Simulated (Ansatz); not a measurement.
HI₂Si (SMILES I[SiH]I), doublet, at a GFN2-xTB geometry (core potentials on I); PBE0/def2-SVP run with Ansatz (an electronic-structure program).

Input for Ansatz:
Ansatz 0.2 input:
```yaml
crystal:
  periodic: [false, false, false]
  atoms:
    - {symbol: I, position_ang: [-2.04076723, -0.18572570, -0.06447388]}
    - {symbol: Si, position_ang: [-0.00832598, 1.06989296, 0.59025875]}
    - {symbol: I, position_ang: [2.04346667, -0.14066788, -0.08853419]}
    - {symbol: H, position_ang: [-0.02650688, 2.32035838, -0.15419492]}
basis:
  gaussian:
    orbitals: def2-SVP
hamiltonian:
  xc: pbe0
magnetization: {spin_polarized: true, initial_magnetization: 1}
```

The log (banner, timings and long lists left out):

```
Functional definition: PBE0
888 factors; integrals over basis functions are off by at most 1.0e-3 eV
mean field evaluation 1: about -24091.0198 eV, gradient 5.5e0 eV
mean field evaluation 2: about -24091.1262 eV, gradient 4.8e0 eV
mean field evaluation 4: about -24091.2894 eV, gradient 3.4e-1 eV
mean field evaluation 8: about -24091.3078 eV, gradient 4.5e-2 eV
mean field evaluation 16: about -24091.3078 eV, gradient 1.1e-4 eV
mean field -24091.30783093 eV, -885.3392331116 hartree, gradient 1.8e-5 eV, S^2 0.753204; 0 other end points of the search recorded, 0 dependent functions left out
reference -24091.30785208 eV, -885.3392338890 hartree; 33, 32 occupied and 42, 43 virtual orbitals, 888 factors
Total energy: -24091.30785208 eV, -885.3392338890 hartree
```
